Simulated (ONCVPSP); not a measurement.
**promethium ONCV: all-electron and pseudo phase curves**

```json
{
  "Element": "Pm",
  "Generator": "ONCVPSP 4.0.1",
  "Type": "optimised norm-conserving Vanderbilt (ONCV)",
  "Functional": "PBE",
  "Relativity": "scalar-relativistic",
  "Frozen core": "[Kr] 4d10",
  "Valence charge": "15",
  "Reference configuration": "4f5 5s2 5p6 6s2",
  "Partial waves": "5s+6s: rc 2.65 bohr, ncon 3, nbas 6, qcut 3.7 1/bohr, 2 projectors; 5p: rc 2.35 bohr, ncon 4, nbas 8, qcut 6.7 1/bohr, 2 projectors, debl 3.9 Ha; d scattering state at 0.03 Ha: rc 2.50 bohr, ncon 3, nbas 6, qcut 3.5 1/bohr, 1 projector; 4f: rc 1.70 bohr, ncon 4, nbas 9, qcut 8.9 1/bohr, 2 projectors, debl 3.8 Ha",
  "Local potential": "polynomial inside 1.10 bohr (lpopt 5, dvloc0 1 Ha)",
  "Core correction": "none"
}
```

In the d channel the program set the typed energies aside and used 0.050 Ha.

The phase is arctan(r·R′/R) of the radial function R(r), unwrapped; energies in Ha, scanned from -3 to 5 Ha. A pole is an energy at which the radial function vanishes at the test radius. The pseudo phase is shifted by a multiple of π to meet the all-electron one at the reference energy, and phase errors are pseudo minus all-electron; the curves can meet again beyond the range given. Levels narrower than the energy grid can be missing from the lists of poles.

```tsv
channel	radius (bohr)	reference energy (Ha)	poles, all-electron	poles, pseudo	unbroken range about the reference energy with phases within 0.05 rad	phase error 1 Ha above the reference energy (rad)
s	2.69	-0.13	-1.46, 2.04	-1.46, 1.95	below 2.7	-0.003
p	2.38	-0.83	-0.45, 4.16	-0.45, 4.07, 4.49	below 4.3	-0.001
d	2.53	0.05	0.73, 4.81	0.72, 3.20	below 1.6	-0.007
f	1.73	-0.08	0.22	0.22	the whole range	+0.005
```

Note: ghosts flagged at negative energy: s at -83.9 eV; GHOST(+) flagged for p at 117.9 eV. A true bound ghost makes a file unfit for plane-wave use.

Phases in the p channel:

| E (Ha) | all-electron | pseudo |
| --- | --- | --- |
| -2.98 | 1.322 | 1.322 |
| -2.54 | 1.280 | 1.280 |
| -2.10 | 1.207 | 1.206 |
| -1.66 | 1.031 | 1.031 |
| -1.22 | 0.125 | 0.123 |
| -0.78 | -1.338 | -1.338 |
| -0.34 | -1.614 | -1.615 |
| 0.10 | -1.757 | -1.758 |
| 0.54 | -1.925 | -1.927 |
| 0.98 | -2.299 | -2.308 |
| 1.42 | -3.450 | -3.468 |
| 1.86 | -4.227 | -4.231 |
| 2.30 | -4.459 | -4.460 |
| 2.74 | -4.564 | -4.564 |
| 3.18 | -4.626 | -4.626 |
| 3.62 | -4.669 | -4.670 |
| 4.06 | -4.705 | -4.711 |
| 4.50 | -4.737 | -7.856 |
| 4.94 | -4.770 | -7.898 |
